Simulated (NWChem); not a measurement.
System: CHClF$_{2}$; SMILES FC(F)Cl

NWChem input:

```
start job
memory heap 200 mb stack 900 mb global 1100 mb
geometry units angstroms noautoz
  F     -0.144391     1.032874     1.079018
  C      0.364219     0.447702     0.000000
  F     -0.144391     1.032874    -1.079018
  Cl    -0.053378    -1.271320     0.000000
  H      1.461076     0.542661     0.000000
end
basis spherical
  * library def2-tzvpd
end
dft
  xc hfexch
  iterations 150
  semidirect filesize 400000000
  mulliken
end
task dft energy
```

Excerpt of the output:

```
             Northwest Computational Chemistry Package (NWChem) 7.3.0
             --------------------------------------------------------

 CS  symmetry detected

                             Geometry "geometry" -> ""
                             -------------------------

 Output coordinates in angstroms (scale by  1.889725989 to convert to a.u.)

  No.       Tag          Charge          X              Y              Z
 ---- ---------------- ---------- -------------- -------------- --------------
    1 F                    9.0000    -0.14204313    -1.02871788     1.07901800
    2 C                    6.0000     0.36332721    -0.44074576     0.00000000
    3 F                    9.0000    -0.14204313    -1.02871788    -1.07901800
    4 Cl                  17.0000    -0.06375758     1.27594364     0.00000000
    5 H                    1.0000     1.46069194    -0.52964537     0.00000000

 Effective nuclear repulsion energy (a.u.)     168.4539071105

      Symmetry information
      --------------------

 Group name             Cs
 Group number              2
 Group order               2
 No. of unique centers     4

  xc_inp: hfexch multiplicative factor not found.

                                 NWChem DFT Module
                                 -----------------

 Summary of "ao basis" -> "ao basis" (spherical)
 ------------------------------------------------------------------------------
       Tag                 Description            Shells   Functions and Types
 ---------------- ------------------------------  ------  ---------------------
 F                         def2-tzvpd               14       40   6s4p3d1f
 C                         def2-tzvpd               13       37   6s3p3d1f
 Cl                        def2-tzvpd               16       46   6s6p3d1f
 H                         def2-tzvpd                5        9   3s2p

      Symmetry analysis of basis
      --------------------------

        a'        103
        a"         69

            General Information
            -------------------
          SCF calculation type: DFT
          Wavefunction type:  closed shell.
          No. of atoms     :     5
          No. of electrons :    42
           Alpha electrons :    21
            Beta electrons :    21
          Charge           :     0
          Spin multiplicity:     1
          Use of symmetry is: on ; symmetry adaption is: on
          Maximum number of iterations: 150
          AO basis - number of functions:   172
                     number of shells:    62
          Convergence on energy requested:  1.00D-06
          Convergence on density requested:  1.00D-05
          Convergence on gradient requested:  5.00D-04

              XC Information
              --------------
                     Hartree-Fock (Exact) Exchange  1.000

      Superposition of Atomic Density Guess
      -------------------------------------

 Sum of atomic energies:        -696.48556624

      Non-variational initial energy
      ------------------------------

 Total energy =    -697.582190
 1-e energy   =   -1299.889815
 2-e energy   =     433.853718
 HOMO         =      -0.402901
 LUMO         =       0.057376

      Symmetry analysis of molecular orbitals - initial
      -------------------------------------------------

  Numbering of irreducible representations:

     1 a'          2 a"

  Orbital symmetries:

     1 a'          2 a'          3 a"          4 a'          5 a'
     6 a'          7 a'          8 a"          9 a'         10 a"
    11 a'         12 a'         13 a'         14 a"         15 a'
    16 a"         17 a"         18 a'         19 a'         20 a"
    21 a'         22 a'         23 a'         24 a'         25 a"
    26 a'         27 a"         28 a'         29 a'         30 a"
    31 a'

------------------------------------------------------------
EAF file 0: "./job.aoints.0" size=339214336 bytes
------------------------------------------------------------
               write      read    awrite     aread      wait
               -----      ----    ------     -----      ----
     calls:      647         0         0         0         0
   data(b): 3.39e+08  0.00e+00  0.00e+00  0.00e+00
   time(s): 0.00e+00  0.00e+00  0.00e+00  0.00e+00  0.00e+00
rate(mb/s): 0.00e+00  0.00e+00
------------------------------------------------------------

     ---------------------------------------------
      Total Density - Mulliken Population Analysis
     ---------------------------------------------

    Atom       Charge   Shell Charges
 -----------   ------   -------------------------------------------------------
    1 F    9     9.38   0.77  1.20  0.61  1.00  0.31  0.00  2.33  2.31  0.82  0.01  0.00  0.01  0.00  0.00
    2 C    6     4.89   0.85  1.13  0.48  0.60  0.01  0.02  0.77  0.85 -0.03  0.04  0.17 -0.02  0.02
    3 F    9     9.38   0.77  1.20  0.61  1.00  0.31  0.00  2.33  2.31  0.82  0.01  0.00  0.01  0.00  0.00
    4 Cl  17    17.41   2.01  0.45  1.52  1.10  0.87  0.03  4.19  1.69  1.11  2.90  1.49  0.03  0.01  0.02  0.00  0.00
    5 H    1     0.95   0.25  0.47  0.19  0.02  0.03

   convergence    iter        energy       DeltaE   RMS-Dens  Diis-err
 ---------------- ----- ----------------- --------- --------- ---------
 d= 0,ls=0.0,diis     1   -696.8220343624 -8.65D+02  4.11D-03  1.04D+00
 d= 0,ls=0.0,diis     2   -696.8990771027 -7.70D-02  1.40D-03  4.48D-01
 d= 0,ls=0.0,diis     3   -696.9372537773 -3.82D-02  3.90D-04  5.13D-03
 d= 0,ls=0.0,diis     4   -696.9383877129 -1.13D-03  1.33D-04  6.93D-04
 d= 0,ls=0.0,diis     5   -696.9385336228 -1.46D-04  5.32D-05  6.79D-05
  Resetting Diis
 d= 0,ls=0.0,diis     6   -696.9385524989 -1.89D-05  1.74D-05  5.60D-06
 d= 0,ls=0.0,diis     7   -696.9385543948 -1.90D-06  3.25D-06  3.79D-07
 d= 0,ls=0.0,diis     8   -696.9385545068 -1.12D-07  1.83D-06  7.81D-08

         Total DFT energy =     -696.938554506752
      One electron energy =    -1300.368553986030
           Coulomb energy =      488.266965228200
    Exchange-Corr. energy =      -53.290872859377
 Nuclear repulsion energy =      168.453907110455

 Numeric. integr. density =        0.000000000000

                  Occupations of the irreducible representations
                  ----------------------------------------------

                     irrep           alpha         beta
                     --------     --------     --------
                     a'               14.0         14.0
                     a"                7.0          7.0

                       DFT Final Molecular Orbital Analysis
                       ------------------------------------

 Vector   19  Occ=2.000000D+00  E=-5.505858D-01  Symmetry=a'
              MO Center=  1.7D-01,  1.7D-01,  3.9D-15, r^2= 2.4D+00
   Bfn.  Coefficient  Atom+Function         Bfn.  Coefficient  Atom+Function
  ----- ------------  ---------------      ----- ------------  ---------------
   134      0.361067  4 Cl py               137      0.192158  4 Cl py
    45      0.187006  2 C  s                131      0.167772  4 Cl py
   165      0.155391  5 H  s                 47      0.153064  2 C  px
     8      0.150884  1 F  py                85      0.150884  3 F  py
    48     -0.147948  2 C  py                51     -0.146127  2 C  py

 Vector   20  Occ=2.000000D+00  E=-4.878416D-01  Symmetry=a"
              MO Center= -5.0D-02,  1.2D+00, -3.1D-15, r^2= 1.4D+00
   Bfn.  Coefficient  Atom+Function         Bfn.  Coefficient  Atom+Function
  ----- ------------  ---------------      ----- ------------  ---------------
   135      0.549632  4 Cl pz               138      0.352152  4 Cl pz
   132      0.253007  4 Cl pz               126     -0.198919  4 Cl pz
   129     -0.101615  4 Cl pz                 8     -0.079129  1 F  py
    85      0.079129  3 F  py                11     -0.071289  1 F  py
    88      0.071289  3 F  py                14     -0.046872  1 F  py

 Vector   21  Occ=2.000000D+00  E=-4.826549D-01  Symmetry=a'
              MO Center= -7.3D-03,  1.1D+00,  1.6D-15, r^2= 1.5D+00
   Bfn.  Coefficient  Atom+Function         Bfn.  Coefficient  Atom+Function
  ----- ------------  ---------------      ----- ------------  ---------------
   133      0.531198  4 Cl px               136      0.352438  4 Cl px
   130      0.246010  4 Cl px               124     -0.192885  4 Cl px
   165     -0.100571  5 H  s                127     -0.098658  4 Cl px
   134      0.089429  4 Cl py                47     -0.075079  2 C  px
   137      0.059507  4 Cl py               164     -0.059083  5 H  s

 Vector   22  Occ=0.000000D+00  E= 6.053276D-02  Symmetry=a'
              MO Center=  4.2D-02,  2.7D+00, -1.4D-12, r^2= 1.2D+01
   Bfn.  Coefficient  Atom+Function         Bfn.  Coefficient  Atom+Function
  ----- ------------  ---------------      ----- ------------  ---------------
    46      5.318568  2 C  s                123     -3.210140  4 Cl s
    45      3.035457  2 C  s                140      1.929565  4 Cl py
     6     -1.727979  1 F  s                 83     -1.727979  3 F  s
   166     -0.994423  5 H  s                137      0.612106  4 Cl py
    53     -0.434367  2 C  px                18      0.428731  1 F  pz

 Vector   23  Occ=0.000000D+00  E= 7.251139D-02  Symmetry=a'
              MO Center=  9.3D-01,  2.0D-01,  1.1D-12, r^2= 1.4D+01
   Bfn.  Coefficient  Atom+Function         Bfn.  Coefficient  Atom+Function
  ----- ------------  ---------------      ----- ------------  ---------------
   166     -4.629096  5 H  s                 45      4.274539  2 C  s
    53      1.453652  2 C  px               123      1.369369  4 Cl s
     6     -1.139116  1 F  s                 83     -1.139116  3 F  s
   170      1.064828  5 H  px               140     -1.014720  4 Cl py
    54     -0.791168  2 C  py                46      0.745185  2 C  s

[...]
```

Level: Hartree-Fock/def2-TZVPD. Geometry: optimised at PBE0/def2-SVP.
